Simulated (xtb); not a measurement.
xtb input:

```bash
xtb mol.xyz --gfn 2 --ohess tight --chrg 1 --uhf 0
```
mol.xyz:
```
15

C     -1.54335319     0.31611446     0.32091601
C     -0.63013439    -0.94330753     0.23608604
C      0.60338473     0.01052944     0.46138152
C     -0.30174885     1.10103555    -0.11526287
N      1.60151423    -0.35333655    -0.49116810
H     -1.83299409     0.46456180     1.39244804
H     -2.44440318     0.31541571    -0.33324978
H     -0.65165905    -1.46357028    -0.78696812
H     -0.76548918    -1.74193661     1.01306620
H      0.85578802     0.13475653     1.46324079
H     -0.19922200     2.06035524     0.36510526
H     -0.28783951     1.20588601    -1.20843500
H      2.13042215    -1.17484712    -0.27110464
H      2.34453359     0.40185360    -0.58236535
H      1.10461161    -0.37244284    -1.34991623
```

Which total energy does the run end on?

-16.13428 Eh (GFN2-xTB).

It need not be the lowest isomer of its formula.
